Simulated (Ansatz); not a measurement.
`OC(F)(Cl)Cl` and `FC(Cl)(Cl)I` differ in one atom or group.

Ansatz, PBE0-D4/def2-TZVP geometries, multiplicity 1. Each molecule was computed in one conformer, which needn't be the lowest.

Elements past krypton have def2 core potentials.

```csv
property,`OC(F)(Cl)Cl`
HOMO–LUMO gap (PBE0/def2-TZVPP) / eV,8.36
size of the dipole moment (PBE/def2-TZVPP) / D,1.82
LUMO energy (PBE0/def2-TZVPP) / eV,-0.63
zero-point energy (PBE0-D4/def2-TZVP) / kJ/mol,66.8
size of the dipole moment (ωB97M-V/def2-TZVPP) / D,1.89
LUMO energy (B3LYP/def2-TZVPP) / eV,-0.94
```

(1) What does the change do to each property? (An estimate is asked.)

## Answers

(1) Ansatz gave: 
```tsv
property	`FC(Cl)(Cl)I`	shift
HOMO–LUMO gap (PBE0/def2-TZVPP) / eV	5.63	-2.73
size of the dipole moment (PBE/def2-TZVPP) / D	0.42	-1.40
LUMO energy (PBE0/def2-TZVPP) / eV	-2.32	-1.69
zero-point energy (PBE0-D4/def2-TZVP) / kJ/mol	27.2	-39.6
size of the dipole moment (ωB97M-V/def2-TZVPP) / D	0.64	-1.25
LUMO energy (B3LYP/def2-TZVPP) / eV	-2.56	-1.62
```

With PBE0 the HOMO rises by 1.03 eV and the LUMO falls by 1.69 eV, so the gap narrows by about 2.72 eV. PBE moves the HOMO by 0.74 eV and ωB97M-V by 1.16 eV. The zero-point energy changes by -39.6 kJ/mol with -3 modes. Dipoles are sizes alone; their direction can turn.

B3LYP here is the variant with VWN-RPA as its local correlation; programs differ in this.

Spin–orbit coupling is left out; it splits and shifts lone-pair levels of the heavy atoms by tenths of an eV.
